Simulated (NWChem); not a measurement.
System: FeO, quintet; SMILES [O]=[Fe]

Parts of the log:

```
             Northwest Computational Chemistry Package (NWChem) 7.3.0
             --------------------------------------------------------

 ORDER OF PRIMARY AXIS IS BEING SET TO 4
 C4V symmetry detected

                             Geometry "geometry" -> ""
                             -------------------------

 Output coordinates in angstroms (scale by  1.889725989 to convert to a.u.)

  No.       Tag          Charge          X              Y              Z
 ---- ---------------- ---------- -------------- -------------- --------------
    1 Fe                  26.0000     0.00000000     0.00000000    -0.37607365
    2 O                    8.0000     0.00000000     0.00000000     1.22223935

 Effective nuclear repulsion energy (a.u.)      68.8656525924

      Symmetry information
      --------------------

 Group name             C4v
 Group number             18
 Group order               8
 No. of unique centers     2

                                 NWChem DFT Module
                                 -----------------

 Summary of "ao basis" -> "ao basis" (spherical)
 ------------------------------------------------------------------------------
       Tag                 Description            Shells   Functions and Types
 ---------------- ------------------------------  ------  ---------------------
 Fe                        def2-tzvp                15       45   6s4p4d1f
 O                         def2-tzvp                11       31   5s3p2d1f

      Symmetry analysis of basis
      --------------------------

        a1         26
        a2          0
        b1          8
        b2          8
        e          34

            General Information
            -------------------
          SCF calculation type: DFT
          Wavefunction type:  spin polarized.
          No. of atoms     :     2
          No. of electrons :    34
           Alpha electrons :    19
            Beta electrons :    15
          Charge           :     0
          Spin multiplicity:     5
          Use of symmetry is: on ; symmetry adaption is: on
          Maximum number of iterations: 150
          AO basis - number of functions:    76
                     number of shells:    26
          Convergence on energy requested:  1.00D-06
          Convergence on density requested:  1.00D-05
          Convergence on gradient requested:  5.00D-04

              XC Information
              --------------
                          M06 Method XC Functional
                     Hartree-Fock (Exact) Exchange  0.270
                           M06 Exchange Functional  1.000
                         M06 Correlation Potential  1.000

             Grid Information
             ----------------
          Grid used for XC integration:  medium
          Radial quadrature: Mura-Knowles
          Angular quadrature: Lebedev.
          Tag              B.-S. Rad. Rad. Pts. Rad. Cut. Ang. Pts.
          ---              ---------- --------- --------- ---------
          Fe                  1.40      112           7.0       590
          O                   0.60       49           8.0       434
          Grid pruning is: on
          Number of quadrature shells:   161
          Spatial weights used:  Erf1

      Superposition of Atomic Density Guess
      -------------------------------------

 Sum of atomic energies:       -1337.07378136

      Non-variational initial energy
      ------------------------------

 Total energy =   -1336.132738
 1-e energy   =   -1984.269685
 2-e energy   =     579.271295
 HOMO         =      -0.268710
 LUMO         =      -0.235738

   Symmetry analysis of molecular orbitals - initial alpha
   -------------------------------------------------------

 !! scf_movecs_sym_adapt:   16 vectors were symmetry contaminated

  Symmetry fudging

 !! scf_movecs_sym_adapt:   14 vectors were symmetry contaminated

  Numbering of irreducible representations:

     1 a1          2 a2          3 b1          4 b2          5 e

  Orbital symmetries:

     1 a1          2 a1          3 a1          4 e           5 e
     6 a1          7 a1          8 a1          9 e          10 e
    11 a1         12 a1         13 e          14 e          15 b1
    16 b2         17 a1         18 e          19 e          20 a1
    21 e          22 e          23 a1         24 a1         25 b1
    26 b2         27 e          28 e          29 a1

   Symmetry analysis of molecular orbitals - initial beta
   ------------------------------------------------------

 !! scf_movecs_sym_adapt:   16 vectors were symmetry contaminated

  Symmetry fudging

 !! scf_movecs_sym_adapt:   14 vectors were symmetry contaminated

  Numbering of irreducible representations:

     1 a1          2 a2          3 b1          4 b2          5 e

  Orbital symmetries:

     1 a1          2 a1          3 a1          4 e           5 e
     6 a1          7 a1          8 a1          9 e          10 e
    11 a1         12 a1         13 e          14 e          15 b1
    16 b2         17 a1         18 e          19 e          20 a1
    21 e          22 e          23 a1         24 a1         25 b1
    26 b2         27 e          28 e          29 a1

     ---------------------------------------------
      Total Density - Mulliken Population Analysis
     ---------------------------------------------

    Atom       Charge   Shell Charges
 -----------   ------   -------------------------------------------------------
    1 Fe  26    24.87   2.00  2.00  1.19  0.80  0.35  0.24  5.99  4.77  1.24  0.08  2.86  2.22  1.04  0.09  0.00
    2 O    8     9.13   0.79  1.18  0.62  1.02  0.32  2.01  2.19  0.98  0.00  0.02  0.00

     --------------------------------------------
      Spin Density - Mulliken Population Analysis
     --------------------------------------------

[...]
```

Level: M06/def2-TZVP, spin-unrestricted. Geometry: optimised at PBE0-D3(BJ)/def2-TZVP, spin-unrestricted. No stability test was run on the SCF state.

**Question.** Write an input that gives this output.

**Answer.** One answer among several that fit: the input that was run:
```
start job
memory heap 200 mb stack 900 mb global 1100 mb
geometry units angstroms noautoz
  Fe     0.000000     0.000000    -0.375325
  O      0.000000     0.000000     1.222988
end
basis spherical
  * library def2-tzvp
end
dft
  odft
  mult 5
  xc m06
  iterations 150
  mulliken
end
task dft energy
```
